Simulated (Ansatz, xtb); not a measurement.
# Two isomers of C4H7BBrN

We compare I, `BrBN1C=CCC1`, a singlet, with II, `C#CCB(Br)NC`, a singlet. Both are isolated molecules in the gas phase, relaxed with B3LYP-D3(BJ)/def2-SVP; the shapes shown needn't be the lowest conformers.

I (Å):

```xyz
14

C     0.0639   -0.0750   -1.6872
C     0.5693    1.1552   -1.5378
C    -0.3114    1.9746   -0.6257
C    -1.4530    0.9906   -0.2590
B    -1.8639   -1.4583   -0.9466
Br   -3.4965   -1.5739    0.0946
N    -1.1321   -0.2728   -0.9681
H    -1.5052   -2.4226   -1.5640
H     0.4577   -0.9029   -2.2765
H     1.4845    1.5178   -2.0042
H    -0.6953    2.8798   -1.1267
H     0.2333    2.3227    0.2688
H    -1.5162    0.7986    0.8219
H    -2.4412    1.3502   -0.5806
```

II (Å):

```xyz
14

C    -2.3662   -1.6047   -1.4534
C    -1.4981   -0.8522   -1.8404
C    -0.4372    0.0546   -2.2689
C    -1.4163    1.6537    0.3138
B     0.4550    0.5824   -1.0569
Br    2.3885    0.2691   -1.1100
N    -0.0407    1.2789    0.0363
H    -3.1327   -2.2775   -1.1197
H     0.1999   -0.4443   -3.0157
H    -0.8819    0.9301   -2.7800
H     0.6217    1.5684    0.7498
H    -2.0796    1.2842   -0.4774
H    -1.7651    1.2165    1.2647
H    -1.5270    2.7496    0.3810
```

Problem. Which of the two would you expect CCSD(T)/def2-SVP + ΔMP2/def2-TZVPP electronic energies to favour?

Solution. Structure I; the calculation gives E(II) − E(I) = +86.2 kJ/mol.

How the difference moves with the method:

| level | geometry | E(II) − E(I) (kJ/mol) | departure from the last row (kJ/mol) | job, with rough time for the two |
| --- | --- | --- | --- | --- |
| GFN2-xTB | GFN2-xTB | +201.3 | +115.1 | optimisation, 0.43 s |
| HF/STO-3G | GFN2-xTB | +173.8 | +87.6 | single point, 0.52 s |
| r2SCAN-D4/def2-SVP | GFN2-xTB | +107.8 | +21.6 | single point, 5.4 s |
| B3LYP-D3(BJ)/def2-SVP | B3LYP-D3(BJ)/def2-SVP | +98.3 | +12.1 | optimisation, 56 s |
| HF/def2-SVP | B3LYP-D3(BJ)/def2-SVP | +81.8 | −4.4 | part of the CCSD(T) run |
| MP2/def2-SVP | B3LYP-D3(BJ)/def2-SVP | +86.9 | +0.7 | part of the CCSD(T) run |
| CCSD(T)/def2-SVP | B3LYP-D3(BJ)/def2-SVP | +93.2 | +7.1 | single point |
| CCSD(T)/def2-SVP + ΔMP2/def2-TZVPP | B3LYP-D3(BJ)/def2-SVP | +86.2 |  | single point, 1.8 min |

As drawn, II has 1 C≡C, 1 C–B, 1 N–H in place of 1 C–N, 1 C=C, 1 C–C, 1 B–H. Structure I has a 5-membered ring, II no ring.

None of the levels shown reverses the order. The largest departure from CCSD(T)/def2-SVP + ΔMP2/def2-TZVPP is that of GFN2-xTB, 115.1 kJ/mol. The last row adds to CCSD(T) the change of the MP2 difference between the two basis sets, here −7.1 kJ/mol.

With thermal terms from frequencies at re-optimised GFN2-xTB minima (ideal gas, soft modes damped towards free rotors, one conformer each, 298.15 K, 1 atm): the zero-point term adds −7.7 kJ/mol; ΔH is +84.0 and ΔG +72.7 kJ/mol.

The correlated steps freeze 15 core orbitals; the filled d shell of Br is correlated, in a basis made for valence electrons. Run with Ansatz 0.2.0, xtb 6.7.1; the last row on 4 threads of Arm Neoverse V1 on a shared host.
